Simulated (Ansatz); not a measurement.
SiAu4. Total charge 0; triplet. Geometry r2SCAN-D4/def2-SVP.

```csv
atom,x (Å),y (Å),z (Å)
Au1,0.670,-1.678,1.455
Au2,0.418,-0.299,-2.262
Au3,-0.070,2.172,0.811
Au4,-1.679,-0.324,-0.006
Si5,0.661,0.128,0.002
```

In the def2 sets Au takes a core potential; there is no spin–orbit coupling. B3LYP takes the VWN-RPA correlation. At PBE0-D4/def2-TZVP a singlet of charge 0 lies 1.47 eV below the triplet, each at its own geometry. The structure comes from a short search, and lower isomers may exist.

**Question.** Estimate the α-spin orbital energies around the gap (eV) in Ansatz with PBE-D4/def2-TZVP, r2SCAN-D4/def2-TZVP, B3LYP-D4/def2-TZVP, PBE0-D4/def2-TZVP, r2SCAN0-D4/def2-TZVP.

**Answer.** 
```csv
orbital,PBE-D4/def2-TZVP,r2SCAN-D4/def2-TZVP,B3LYP-D4/def2-TZVP,PBE0-D4/def2-TZVP,r2SCAN0-D4/def2-TZVP
HOMO−5,-7.38,-7.65,-8.57,-8.84,-9.06
HOMO−4,-7.38,-7.65,-8.57,-8.84,-9.06
HOMO−3,-6.38,-6.57,-7.07,-7.18,-7.36
HOMO−2,-6.38,-6.57,-7.06,-7.18,-7.36
HOMO−1,-6.11,-6.32,-6.76,-6.89,-7.10
HOMO,-4.50,-4.61,-4.80,-4.79,-4.94
LUMO,-3.18,-3.09,-2.70,-2.52,-2.49
LUMO+1,-2.82,-2.74,-2.34,-2.18,-2.15
LUMO+2,-2.82,-2.74,-2.34,-2.18,-2.15
LUMO+3,-1.53,-1.31,-1.11,-0.95,-0.84
LUMO+4,-1.53,-1.31,-1.11,-0.95,-0.84
LUMO+5,-0.68,-0.35,-0.26,-0.07,0.14
β HOMO,-6.21,-6.32,-6.84,-6.91,-7.06
β LUMO,-5.61,-5.45,-5.12,-4.82,-4.73
```
